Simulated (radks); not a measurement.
Values are calculated unless marked as measured or tabulated.
Q: Species: Zr XXV. Configuration: [Ne] 3s2 3p4. Level of theory: scalar-relativistic Kohn-Sham, BLYP, spin-polarised, spherical densities, point nucleus; open shells are filled with parallel spins first (spin-orbit coupling, left out, can overturn this in heavy ions) (a radial shooting solver on a logarithmic mesh with Libxc functionals). Some entries of the table are withheld. Estimate them.

| orbital | occ. | eigenvalue (eV) | <1/r> (bohr^-1) |
|---|---|---|---|
| 1s up | 1 | -18909.12 | 41.25 |
| 1s down | 1 | -18906.11 | 41.26 |
| 2s up | 1 | -3522.155 | 9.347 |
| 2s down | 1 | -3519.923 | 9.348 |
| 2p up | 3 | -3263.531 | 9.093 |
| 2p down | 3 | -3260.316 | 9.092 |
| 3s up | 1 | -1273.768 | 3.638 |
| 3s down | 1 | -1263.847 | 3.631 |
| 3p up | 3 | -1190.421 | 3.522 |
| 3p down | 1 | -1180.501 | 3.518 |
| 3d up | 0 | (1) | 3.353 |
| 3d down | 0 | (2) | 3.359 |
| 4s up | 0 | (3) | 1.850 |
| 4s down | 0 | (4) | 1.840 |

A: 
(1) 3d up eigenvalue (eV): -1074.687
(2) 3d down eigenvalue (eV): -1066.289
(3) 4s up eigenvalue (eV): -645.9152
(4) 4s down eigenvalue (eV): -642.6326
